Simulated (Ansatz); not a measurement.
FHSb, SMILES `[F][SbH]` radical. The species carries charge 0 and has multiplicity 2. Sb: def2 effective core potential.

```tsv
atom	x (Å)	y (Å)	z (Å)
F1	-1.1194	0.1797	-0.8735
Sb2	-0.2211	-0.1311	0.7951
H3	1.3405	-0.0487	0.0784
```

(1) What are the harmonic wavenumbers in cm⁻¹ at PBE0-D4/def2-TZVP (Ansatz, finite differences of forces, unscaled)? (Estimate.)

(2) Is this a minimum?

(3) Give the ideal-gas thermochemistry at 298.15 K and 1 bar (rigid rotor, harmonic oscillator; point group Cs, symmetry number 1).

(4) Rotational constants (cm⁻¹)?

Results:

(1) Computed: 612, 667, 1930.

(2) Yes, all 3 modes are real.

(3) Zero-point energy 19.2 kJ/mol; H(298) − E = 29.8 kJ/mol; entropy 267.0 J/(mol·K), of which translation 170.6, rotation 87.4, vibration 3.3, electronic 5.8; G(298) − E = -49.8 kJ/mol.

(4) 5.722, 0.2775, 0.2647.
